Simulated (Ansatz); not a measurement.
Species: [Zn(Cl)2] (charge 0, multiplicity 1).

**Question.** Give a relaxed geometry from Ansatz (a first-principles code) with r2SCAN-D4/def2-SVP.

**Answer.** the end point of this relaxation.
Cartesian coordinates (Å) in one orientation:
```xyz
3

Zn     0.000     0.000     0.000
Cl     0.830     1.861     0.461
Cl    -0.830    -1.861    -0.461
```
